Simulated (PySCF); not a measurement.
# C²⁺ (carbon, charge +2) across methods

[He] 2s1 2p1, 2s spin antiparallel (an excited configuration). All numbers are calculated (PySCF 2.14, no relativity, point nucleus, in dyall-av2z).

```
method  E (hartree)  mean ε 1s α (eV)  mean ε 2s β (eV)  mean ε 2p α (eV)  Σ⟨r²⟩ (bohr²)   ⟨S²⟩
 B3LYP     -36.2290           -315.06           -41.421           -33.553          4.539  1.000
   UHF    -36.09716           -342.41           -45.840           -37.757          4.591  1.000
  PBE0     -36.1753           -316.38           -41.731           -33.623          4.547  1.000
PBEsol     -36.0090           -306.05           -39.871           -31.792          4.562  1.000
 B97-3     -36.2158           -317.30           -41.709           -33.796          4.514  1.000
   M06     -36.2208           -316.72           -41.446           -33.589          4.515  1.000
r2SCAN     -36.2040           -311.37           -40.473           -32.528          4.542  1.000
   PBE     -36.1732           -307.44           -40.058           -32.020          4.545  1.000
```

(1) Estimate the same row for LDA.

With the s spin flipped the determinant is a mixture of two multiplicities, not a spectroscopic state.

## Answers

(1) E (hartree) = -35.8409; mean ε 1s α (eV) = -304.86; mean ε 2s β (eV) = -39.791; mean ε 2p α (eV) = -31.776; Σ⟨r²⟩ (bohr²) = 4.573; ⟨S²⟩ = 1.000.
